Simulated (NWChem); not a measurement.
System: HS₂, doublet; SMILES [S]S

Output (shortened):

```
             Northwest Computational Chemistry Package (NWChem) 7.3.0
             --------------------------------------------------------

                             Geometry "geometry" -> ""
                             -------------------------

 Output coordinates in angstroms (scale by  1.889725989 to convert to a.u.)

  No.       Tag          Charge          X              Y              Z
 ---- ---------------- ---------- -------------- -------------- --------------
    1 S                   16.0000     0.02986900    -1.05207400     0.00000000
    2 S                   16.0000     0.06744000     0.94359500     0.00000000
    3 H                    1.0000    -1.27556300     1.27402700     0.00000000

 Effective nuclear repulsion energy (a.u.)      77.1657116534

                                 NWChem DFT Module
                                 -----------------

 Summary of "ao basis" -> "ao basis" (spherical)
 ------------------------------------------------------------------------------
       Tag                 Description            Shells   Functions and Types
 ---------------- ------------------------------  ------  ---------------------
 S                         def2-tzvpd               16       46   6s6p3d1f
 H                         def2-tzvpd                5        9   3s2p

 in cosmo_initialize ...
 calling solv_data for solv:h2o

 solvent parameters
 solvname_short: h2o
 solvname_long:  water
 dielec:       78.4000
 dielecinf:     1.7769
 aqueous SMD model solvent descriptors
 dielec:       78.4000
 sola:          0.8200

          ---------------
          -cosmo- solvent
          ---------------
 Cosmo: York-Karplus, doi: 10.1021/jp992097l
 dielectric constant -eps-     =  78.40
 screen = (eps-1)/(eps    )    =   0.98724
 surface charge correction     = lagrangian

   van der Waals surface
 --------------------------

 ---------- ATOMIC COORDINATES (A.U.) ------------ VDWR(ANG.) --
     1    0.05644423   -1.98813158    0.00000000     2.490
     2    0.12744312    1.78313599    0.00000000     2.490
     3   -2.41046455    2.40756193    0.00000000     1.200
 number of segments per atom =        128
 number of   points per atom =        128
 atom (   nspa,  nppa )
 ----------------------
    1 (     92,     0 )       0
    2 (     92,     0 )       0
    3 (     24,     0 )       0
 number of -cosmo- surface points =      208
 molecular surface =    111.946 angstrom**2
 molecular volume  =    103.397 angstrom**3
 -lineq- algorithm             =   0
 -bem- low  level              =   3
 -bem- from -octahedral-
 gaussian surface charge width =   4.50000
 degree of switching           =   1.00000
 switching function tolerance  =   0.00010
 atomic radii =
 --------------
    1 16.000  2.490
    2 16.000  2.490
    3  1.000  1.200
 ...... end of -cosmo- initialization ......

 nat:                     3
 ixmem:                   608
 calling mnsol_interface()
 G(SMD-CDS) energy (kcal/mol)  =    -0.013
 SMD-CDS SASA (angstrom**2)    =    93.566

            General Information
            -------------------
          SCF calculation type: DFT
          Wavefunction type:  spin polarized.
          No. of atoms     :     3
          No. of electrons :    33
           Alpha electrons :    17
            Beta electrons :    16
          Charge           :     0
          Spin multiplicity:     2
          Use of symmetry is: off; symmetry adaption is: off
          Maximum number of iterations: 150
          AO basis - number of functions:   101
                     number of shells:    37
          Convergence on energy requested:  1.00D-06
          Convergence on density requested:  1.00D-05
          Convergence on gradient requested:  5.00D-04

              XC Information
              --------------
                         PBE0 Method XC Functional
                     Hartree-Fock (Exact) Exchange  0.250
          PerdewBurkeErnzerhof Exchange Functional  0.750
            Perdew 1991 LDA Correlation Functional  1.000 local
           PerdewBurkeErnz. Correlation Functional  1.000 non-local

             Grid Information
             ----------------
          Grid used for XC integration:  medium
          Radial quadrature: Mura-Knowles
          Angular quadrature: Lebedev.
          Tag              B.-S. Rad. Rad. Pts. Rad. Cut. Ang. Pts.
          ---              ---------- --------- --------- ---------
          S                   1.00       88          12.0       590
          H                   0.35       45          11.0       434
          Grid pruning is: on
          Number of quadrature shells:   221
          Spatial weights used:  Erf1

      Superposition of Atomic Density Guess
      -------------------------------------

 Sum of atomic energies:        -795.45916873

      Non-variational initial energy
      ------------------------------

 Total energy =    -795.703222
 1-e energy   =   -1253.018209
 2-e energy   =     380.149276
 HOMO         =      -0.209446
 LUMO         =       0.006595

[...]

                                COSMO-SMD solvation results
                                ---------------------------

             internal energy in gas <Psi(g)|H|Psi(g)> =      -796.713219260350
         internal energy in solvent <Psi(s)|H|Psi(s)> =      -796.712334777620
                               delta internal energy  =         0.000884482730 (    0.56 kcal/mol)
   total free energy in solvent <Psi(s)|H+V/2|Psi(s)> =      -796.716531931072
 polarization energy contribution <Psi(s)|V/2|Psi(s)> =        -0.004197153452 (   -2.63 kcal/mol)
    total free energy in solvent including G(SMD-CDS) =      -796.716552981344
                       G(SMD-CDS) energy contribution =        -0.000021050272 (   -0.01 kcal/mol)
     1 M fixed-concentration free energy of solvation =        -0.003333720994 (   -2.09 kcal/mol)

                    DFT Final Alpha Molecular Orbital Analysis
                    ------------------------------------------

 Vector   15  Occ=1.000000D+00  E=-3.804010D-01
              MO Center=  3.2D-02,  2.4D-02,  1.7D-08, r^2= 2.1D+00
   Bfn.  Coefficient  Atom+Function         Bfn.  Coefficient  Atom+Function
  ----- ------------  ---------------      ----- ------------  ---------------
    64      0.398628  2 S  pz                18      0.367392  1 S  pz
    67      0.197971  2 S  pz                21      0.179132  1 S  pz
    61      0.169553  2 S  pz                15      0.154615  1 S  pz
    55     -0.143792  2 S  pz                 9     -0.132098  1 S  pz
    58     -0.065806  2 S  pz                12     -0.060930  1 S  pz

 Vector   16  Occ=1.000000D+00  E=-2.754620D-01
              MO Center= -1.3D-02, -7.0D-01, -4.0D-09, r^2= 2.2D+00
   Bfn.  Coefficient  Atom+Function         Bfn.  Coefficient  Atom+Function
  ----- ------------  ---------------      ----- ------------  ---------------
    16      0.510470  1 S  px                19      0.350799  1 S  px
    13      0.225554  1 S  px                 7     -0.186468  1 S  px
    94      0.129768  3 H  s                 62     -0.120144  2 S  px
    51     -0.115324  2 S  s                 50     -0.099757  2 S  s
    65     -0.088855  2 S  px                10     -0.085204  1 S  px

 Vector   17  Occ=1.000000D+00  E=-2.640343D-01
              MO Center=  2.7D-02, -1.1D-01,  4.9D-09, r^2= 2.7D+00
   Bfn.  Coefficient  Atom+Function         Bfn.  Coefficient  Atom+Function
  ----- ------------  ---------------      ----- ------------  ---------------
    18      0.433347  1 S  pz                64     -0.406437  2 S  pz
    21      0.309340  1 S  pz                67     -0.287099  2 S  pz
    15      0.190263  1 S  pz                61     -0.178217  2 S  pz
     9     -0.153967  1 S  pz                55      0.143897  2 S  pz
    12     -0.071432  1 S  pz                58      0.066035  2 S  pz

 Vector   18  Occ=0.000000D+00  E=-3.379365D-02
              MO Center= -9.9D-03, -2.4D-02,  1.8D-09, r^2= 6.0D+00
   Bfn.  Coefficient  Atom+Function         Bfn.  Coefficient  Atom+Function
  ----- ------------  ---------------      ----- ------------  ---------------
    20      0.476925  1 S  py                66      0.445840  2 S  py
    51     -0.366679  2 S  s                 52     -0.364523  2 S  s
     6      0.359393  1 S  s                 17      0.349423  1 S  py
     5      0.336044  1 S  s                 63      0.323235  2 S  py
    23      0.319255  1 S  py                69      0.312349  2 S  py

 Vector   19  Occ=0.000000D+00  E=-2.747539D-03
              MO Center= -7.1D-01,  7.3D-01, -4.1D-08, r^2= 5.6D+00
   Bfn.  Coefficient  Atom+Function         Bfn.  Coefficient  Atom+Function
  ----- ------------  ---------------      ----- ------------  ---------------
    52      0.939151  2 S  s                 95     -0.833468  3 H  s
     6      0.529638  1 S  s                 99     -0.464017  3 H  px
    62      0.317965  2 S  px                85      0.296195  2 S  d  2
    65     -0.276234  2 S  px                94      0.275616  3 H  s
    50     -0.255311  2 S  s                 20      0.200412  1 S  py

 Vector   20  Occ=0.000000D+00  E= 3.624014D-02
              MO Center=  1.0D+00, -8.8D-01, -5.6D-07, r^2= 1.1D+01
   Bfn.  Coefficient  Atom+Function         Bfn.  Coefficient  Atom+Function
  ----- ------------  ---------------      ----- ------------  ---------------
    52      2.074467  2 S  s                 95     -1.095204  3 H  s
    23     -0.854038  1 S  py                65     -0.670192  2 S  px
    68      0.474887  2 S  px                 6     -0.396113  1 S  s
    99     -0.382025  3 H  px                22      0.294957  1 S  px
     5     -0.245801  1 S  s                 51      0.194700  2 S  s

                     DFT Final Beta Molecular Orbital Analysis
                     -----------------------------------------

 Vector   14  Occ=1.000000D+00  E=-3.815248D-01
              MO Center=  1.5D-01,  1.4D-01, -3.2D-09, r^2= 2.6D+00
   Bfn.  Coefficient  Atom+Function         Bfn.  Coefficient  Atom+Function
  ----- ------------  ---------------      ----- ------------  ---------------
    63      0.343592  2 S  py                17     -0.305671  1 S  py
    62      0.220448  2 S  px                 5      0.164425  1 S  s
    50      0.160081  2 S  s                  4      0.151373  1 S  s
    60      0.150205  2 S  py                51      0.149452  2 S  s
    66      0.146338  2 S  py                14     -0.138739  1 S  py

 Vector   15  Occ=1.000000D+00  E=-3.332152D-01
              MO Center=  3.3D-02,  2.9D-01, -6.4D-10, r^2= 2.0D+00
   Bfn.  Coefficient  Atom+Function         Bfn.  Coefficient  Atom+Function
  ----- ------------  ---------------      ----- ------------  ---------------
    64      0.436075  2 S  pz                18      0.273421  1 S  pz
    67      0.249721  2 S  pz                61      0.184998  2 S  pz
    55     -0.159020  2 S  pz                21      0.146468  1 S  pz
    15      0.116288  1 S  pz                 9     -0.102825  1 S  pz
    58     -0.071628  2 S  pz                31      0.048381  1 S  d -1

 Vector   16  Occ=1.000000D+00  E=-2.661885D-01
              MO Center= -1.1D-02, -6.9D-01, -1.5D-09, r^2= 2.3D+00
   Bfn.  Coefficient  Atom+Function         Bfn.  Coefficient  Atom+Function
  ----- ------------  ---------------      ----- ------------  ---------------
    16      0.504597  1 S  px                19      0.351895  1 S  px
    13      0.224087  1 S  px                 7     -0.185523  1 S  px
    94      0.134673  3 H  s                 51     -0.117731  2 S  s
    62     -0.116254  2 S  px                50     -0.103186  2 S  s
    65     -0.084957  2 S  px                10     -0.084264  1 S  px

 Vector   17  Occ=0.000000D+00  E=-1.407146D-01
              MO Center=  2.7D-02, -3.7D-01,  1.5D-09, r^2= 2.9D+00
   Bfn.  Coefficient  Atom+Function         Bfn.  Coefficient  Atom+Function
  ----- ------------  ---------------      ----- ------------  ---------------
    18      0.436601  1 S  pz                21      0.367241  1 S  pz
    64     -0.332704  2 S  pz                67     -0.267718  2 S  pz
    15      0.195630  1 S  pz                 9     -0.162222  1 S  pz
    61     -0.146499  2 S  pz                55      0.118879  2 S  pz
    24      0.088760  1 S  pz                12     -0.073340  1 S  pz

 Vector   18  Occ=0.000000D+00  E=-2.517726D-02
              MO Center= -1.5D-02,  1.4D-02,  1.3D-09, r^2= 6.5D+00
   Bfn.  Coefficient  Atom+Function         Bfn.  Coefficient  Atom+Function
  ----- ------------  ---------------      ----- ------------  ---------------
    20      0.476680  1 S  py                66      0.449197  2 S  py
     6      0.433784  1 S  s                 52     -0.429975  2 S  s
    51     -0.370530  2 S  s                 69      0.360534  2 S  py
    23      0.354893  1 S  py                 5      0.340833  1 S  s
    17      0.341618  1 S  py                63      0.310906  2 S  py

 Vector   19  Occ=0.000000D+00  E=-2.549878D-04
              MO Center= -7.4D-01,  7.2D-01, -3.7D-08, r^2= 5.6D+00
   Bfn.  Coefficient  Atom+Function         Bfn.  Coefficient  Atom+Function
  ----- ------------  ---------------      ----- ------------  ---------------
    52      0.951363  2 S  s                 95     -0.862500  3 H  s
     6      0.516030  1 S  s                 99     -0.475167  3 H  px
    62      0.317106  2 S  px                85      0.300042  2 S  d  2
    65     -0.289309  2 S  px                94      0.272481  3 H  s
    50     -0.255276  2 S  s                 20      0.203943  1 S  py

   alpha - beta orbital overlaps
   -----------------------------

   alpha      1      2      3      4      5      6      7      8      9     10
    beta      1      2      3      4      5      7      6      9      8     10
 overlap   1.000  1.000  1.000  1.000  0.999  1.000  0.999  1.000  1.000  1.000

   alpha     11     12     13     14     15     16     17     18     19     20
    beta     11     12     13     14     15     16     17     18     19     20
 overlap   0.999  0.998  0.998  0.998  0.988  1.000  0.987  0.999  1.000  0.953

   alpha     21     22     23     24     25     26     27     28     29     30
    beta     22     21     23     24     25     26     27     28     30     29
 overlap   0.998  0.952  0.995  0.988  0.994  0.996  0.999  0.994  0.997  0.998

[...]
```

Level: PBE0/def2-TZVPD, spin-unrestricted, SMD on the gas-phase geometry. In the optimisation the excess spin sits in a" (Cs, its own frame). Coordinates come from a PBE-D3(BJ)/def2-SVP, spin-unrestricted optimisation. No stability test was run on the SCF state. Solvent: water.

Problem. Write an input that gives this output.

Solution. Several could match; the one computed here: the input that was run:
```
start job
memory heap 200 mb stack 900 mb global 1100 mb
geometry units angstroms noautosym nocenter noautoz
  S      0.029869    -1.052074     0.000000
  S      0.067440     0.943595     0.000000
  H     -1.275563     1.274027     0.000000
end
basis spherical
  * library def2-tzvpd
end
dft
  odft
  mult 2
  xc pbe0
  iterations 150
end
cosmo
  do_cosmo_smd true
  solvent water
end
task dft energy
```
